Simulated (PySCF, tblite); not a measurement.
Complex of Be2+ and 2 × hydrogen fluoride

A gas-phase complex of Be2+ and 2 × hydrogen fluoride; charge +2, singlet. The structure comes from a short search (6 tight-binding starts) and was relaxed by PBE0-D3(BJ)/def2-TZVPD; another way of binding may lie lower. Frequencies by PBE0-D3(BJ)/def2-TZVPD show no clear imaginary mode.

```json
{"part": "1", "name": "Be2+", "SMILES": "[Be+2]", "atoms": "1", "charge": "+2", "multiplicity": "1"}
{"part": "2", "name": "hydrogen fluoride", "SMILES": "F", "atoms": "2–3", "charge": "0", "multiplicity": "1"}
{"part": "3", "name": "hydrogen fluoride", "SMILES": "F", "atoms": "4–5", "charge": "0", "multiplicity": "1"}
```

```xyz
5

Be    0.327    0.616   -1.250
F    -0.668    1.677   -0.991
H    -1.172    2.279   -0.421
F     1.331   -0.333   -1.769
H     1.814   -1.174   -1.785
```
Atom numbers follow the order of the file, from 1.

| contact | kind (by geometry) | distance (Å) | angle (°) |
| --- | --- | --- | --- |
| Be1···F4 | bond | 1.476 | - |
| Be1···F2 | bond | 1.477 | - |

The parts are joined by the bonds Be1–F4 and Be1–F2, so these are energies of forming such bonds; deforming the relaxed parts to their shape in the adduct costs 2.6 kcal/mol, which the interaction energies leave out.

Interaction energies are complex less parts, with the parts frozen as they stand in it; counterpoise-corrected, in kcal/mol (PySCF).

Q: Give the interaction energy at each level run.

A: 
```json
{"level": "wB97M-D3(BJ)/def2-TZVPD", "interaction": "-185.80", "superposition error removed": "-0.18"}
{"level": "PBE0-D3(BJ)/def2-TZVPD", "interaction": "-187.41", "superposition error removed": "-0.21"}
```

Q: What holds them together? Decompose the wB97M-D3(BJ)/def2-TZVPD energy: frozen parts, their antisymmetrised product, then relaxation.

A: electrostatic -85.6, Pauli repulsion +47.9, orbital relaxation -147.2, dispersion correction -1.1 kcal/mol, which sum to the value before the counterpoise correction; the Pauli term holds the exchange-correlation of the frozen density too. Of the attraction, 63 % is orbital relaxation, 37 % is electrostatic, 0 % is dispersion correction.

Q: Are the pair energies additive?

A: The pairs sum to -200.91 kcal/mol (1–2 -101.0, 1–3 -101.0, 2–3 1.0); the rest of +15.11 is a many-body weakening.

The parts were also relaxed and run alone, at the levels used for the complex: shieldings by PBE0/pcSseg-2; core levels by delta-SCF with SCAN, pcX-2 on the ionised atom and pcseg-1 elsewhere, spin-free X2C.

Values alone: shielding of Be1 (ppm): 130.4; shielding of F4 (ppm): 410.5; shielding of F2 (ppm): 410.5; F4 1s core level (eV): 694.11.

Q: What does binding change?

A: 
```tsv
property	alone	in the complex	change
shielding of Be1 (ppm)	130.4	115.6	-14.7
shielding of F4 (ppm)	410.5	394.6	-15.9
shielding of F2 (ppm)	410.5	394.5	-16.0
F4 1s core level (eV)	694.11	710.52	+16.41
```

Q: What are the binding energy from relaxed parts (wB97M-D3(BJ)/def2-TZVPD), and ΔH and ΔG of association at 298.15 K and 1 atm?

A: -183.15 kcal/mol, -181.42 with zero-point energy; ΔH -182.7 and ΔG -169.0 kcal/mol, from harmonic vibrations by PBE0-D3(BJ)/def2-TZVPD with low modes damped.

Multiply charged ions in the gas phase bind far more strongly than in solution.
